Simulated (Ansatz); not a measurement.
`C=COC(=O)[SiH3]`. Charge 0, multiplicity 1. Geometry: relaxed with PBE0-D4/def2-TZVP. It is one conformer, not always the lowest.

```xyz
12

C     1.380    1.281   -1.919
C     0.579    0.331   -1.472
O     0.239    0.289   -0.140
C    -0.587   -0.705    0.280
O    -1.038   -1.548   -0.443
Si   -0.958   -0.631    2.162
H     1.785    2.040   -1.262
H     1.642    1.307   -2.968
H     0.143   -0.453   -2.077
H    -0.312    0.545    2.790
H    -0.443   -1.891    2.746
H    -2.432   -0.565    2.302
```

**Question.** What is the dipole moment at ωB97M-V/def2-TZVPP? (An estimate is asked.)

**Answer.** The calculation gave: 1.51 D, with components (0.65, 1.13, 0.77) D in this frame, pointing from negative to positive charge.

**Question.** And with PBE, r2SCAN, B3LYP? (An estimate is asked.)

**Answer.** Ansatz gave: PBE 1.45 D, r2SCAN 1.50 D, B3LYP 1.53 D.

**Question.** Give the Mulliken charges with ωB97M-V, PBE, r2SCAN in def2-TZVPP. (Best estimate.)

**Answer.** The calculation gave: 
```csv
atom,ωB97M-V,PBE,r2SCAN
C1,-0.23,-0.21,-0.21
C2,0.05,0.03,0.06
O3,-0.23,-0.15,-0.22
C4,0.20,0.17,0.22
O5,-0.30,-0.25,-0.32
Si6,0.20,0.21,0.31
H7,0.10,0.09,0.09
H8,0.11,0.10,0.09
H9,0.13,0.10,0.13
H10,-0.01,-0.04,-0.05
H11,-0.01,-0.03,-0.05
H12,0.00,-0.03,-0.05
```

B3LYP here is the variant with VWN-RPA as its local correlation; programs differ in this.
